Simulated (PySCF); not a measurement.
CdSe (SMILES [Se]=[Cd]), singlet, geometry from GFN2-xTB (such geometries of metal compounds can be far from the true shape) (all electrons, no relativity); CAMB3LYP/3-21G (PySCF).

PySCF was given this input:
```python
from pyscf import gto, scf, dft

mol = gto.M(
    atom='''
Cd   -0.000000   -0.000000   -0.959416
Se    0.000000    0.000000    1.354470
''',
    basis='3-21g',
    charge=0,
    spin=0,
    verbose=4,
)

mf = dft.RKS(mol)
mf.xc = 'camb3lyp'
mf.init_guess = 'vsap'
mf.kernel()
mf.analyze()
```

Question: What does PySCF print? Leave out banner, timings and long lists.

Answer: 
```
PySCF version 2.14.0

[INPUT] verbose = 4
[INPUT] num. atoms = 2
[INPUT] num. electrons = 82
[INPUT] charge = 0
[INPUT] spin (= nelec alpha-beta = 2S) = 0
[INPUT] symmetry False subgroup None
[INPUT] Mole.unit = angstrom
[INPUT] Symbol           X                Y                Z      unit          X                Y                Z       unit  Magmom
[...]
nuclear repulsion = 373.232392702769
number of shells = 24
number of NR pGTOs = 135
number of NR cGTOs = 58
basis = 3-21g
ecp = {}

******** <class 'pyscf.dft.rks.RKS'> ********
method = RKS
initial guess = vsap
damping factor = 0
level_shift factor = 0
DIIS = <class 'pyscf.scf.diis.CDIIS'>
diis_start_cycle = 1
diis_space = 8
diis_damp = 0
SCF conv_tol = 1e-09
SCF conv_tol_grad = None
SCF max_cycles = 50
direct_scf = True
direct_scf_tol = 1e-13
XC library pyscf.dft.libxc version 7.1.2
    S. Lehtola, C. Steigemann, M. J. T. Oliveira, and M. A. L. Marques,  SoftwareX 7, 1–5 (2018)
XC functionals = camb3lyp
    T. Yanai, D. P. Tew, and N. C. Handy,  Chem. Phys. Lett. 393, 51 (2004)
radial grids:
    Treutler-Ahlrichs [JCP 102, 346 (1995); DOI:10.1063/1.469408] (M4) radial grids

becke partition: Becke, JCP 88, 2547 (1988); DOI:10.1063/1.454033
pruning grids: <function nwchem_prune>
grids dens level: 3
symmetrized grids: False
atomic radii adjust function: <function treutler_atomic_radii_adjust>
small_rho_cutoff = 0
Set gradient conv threshold to 3.16228e-05
tot grids = 42816
[...]
init E= -7832.56486716903
[...]
cycle= 1 E= -7831.66374676814  delta_E= 0.901  |g|= 1.57  |ddm|= 2.96
[...]
cycle= 2 E= -7831.84646162162  delta_E= -0.183  |g|= 1.51  |ddm|= 4.01
[...]
cycle= 3 E= -7832.74858658536  delta_E= -0.902  |g|= 0.241  |ddm|= 2.35
[...]
cycle= 4 E= -7832.78136822876  delta_E= -0.0328  |g|= 0.131  |ddm|= 0.79
[...]
cycle= 5 E= -7832.78917750296  delta_E= -0.00781  |g|= 0.0274  |ddm|= 0.16
[...]
cycle= 6 E= -7832.78963938193  delta_E= -0.000462  |g|= 0.00903  |ddm|= 0.0537
[...]
cycle= 7 E= -7832.7897301329  delta_E= -9.08e-05  |g|= 0.00158  |ddm|= 0.0302
[...]
cycle= 8 E= -7832.7897363564  delta_E= -6.22e-06  |g|= 0.000244  |ddm|= 0.0111
[...]
cycle= 9 E= -7832.78973645655  delta_E= -1e-07  |g|= 6.17e-05  |ddm|= 0.00154
[...]
cycle= 10 E= -7832.78973645822  delta_E= -1.66e-09  |g|= 1.17e-05  |ddm|= 0.000112
[...]
cycle= 11 E= -7832.78973645829  delta_E= -7.09e-11  |g|= 2.68e-07  |ddm|= 2.52e-05
[...]
Extra cycle  E= -7832.78973645829  delta_E=    0  |g|= 1.09e-07  |ddm|= 1.3e-06
converged SCF energy = -7832.78973645829
**** SCF Summaries ****
Total Energy =                       -7832.789736458286825
Nuclear Repulsion Energy =             373.232392702769289
One-electron Energy =               -11595.497229991044151
Two-electron Energy =                 3389.475100829988605
Two-electron Coulomb Energy =         3627.869460751439874
DFT Exchange-Correlation Energy =     -238.394359921451098
HOMO-LUMO gap [eV] =                     4.058735750903071
**** MO energy ****
[...]
 ** Mulliken pop on meta-lowdin orthogonal AOs  **
 ** Mulliken pop  **
 ** Mulliken atomic charges  **
charge of    0Cd =      0.69657
charge of    1Se =     -0.69657
Dipole moment(X, Y, Z, Debye): -0.00000,  0.00000, -5.82305
```
